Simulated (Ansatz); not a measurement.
input.yaml

```yaml
crystal:
  lattice:
    - [10.04, 0.0, 0.0]
    - [0.0, 10.04, 0.0]
    - [0.0, 0.0, 10.04]
  atoms:
    - { symbol: Ba, position: [0.0, 0.0, 0.0] }
    - { symbol: Ba, position: [0.5, 0.0, 0.0] }
    - { symbol: Ba, position: [0.0, 0.5, 0.0] }
    - { symbol: Ba, position: [0.0, 0.0, 0.5] }
    - { symbol: Ba, position: [0.25, 0.25, 0.25] }
    - { symbol: Ba, position: [0.5, 0.5, 0.0] }
    - { symbol: Ba, position: [0.5, 0.0, 0.5] }
    - { symbol: Ba, position: [0.75, 0.25, 0.25] }
    - { symbol: Ba, position: [0.0, 0.5, 0.5] }
    - { symbol: Ba, position: [0.25, 0.75, 0.25] }
    - { symbol: Ba, position: [0.25, 0.25, 0.75] }
    - { symbol: Ba, position: [0.5, 0.5, 0.5] }
    - { symbol: Ba, position: [0.75, 0.75, 0.25] }
    - { symbol: Ba, position: [0.75, 0.25, 0.75] }
    - { symbol: Ba, position: [0.25, 0.75, 0.75] }
    - { symbol: Ba, position: [0.75, 0.75, 0.75] }
    - { symbol: Ba, position: [0.4990809, 0.1214679, 0.2521704] }
basis:
  ecutwfc: 420.0
kpoints:
  mp_grid: { grid: [2, 2, 2] }
hamiltonian:
  xc: pbesol
scf:
  occupations: { method: gaussian, width: 0.05 }
  lower_state_search: "off"
relax:
  f_tol: 0.03
  max_steps: 60
  adjacent_minimum: "off"
```

Run as:

```bash
$ ansatz run input.yaml --threads 4 --pin off --max-ram 10240MiB --backend cpu --events-out ev --progress --plain --runs-dir out
```

Hardware: 4 threads of INTEL(R) XEON(R) PLATINUM 8581C CPU @ 2.10GHz (Emerald Rapids) (shared host).

Question: Roughly how long does this run take, and how much memory?

Answer: 37 s, with a peak of 2.8 GiB, for 5 ionic steps.
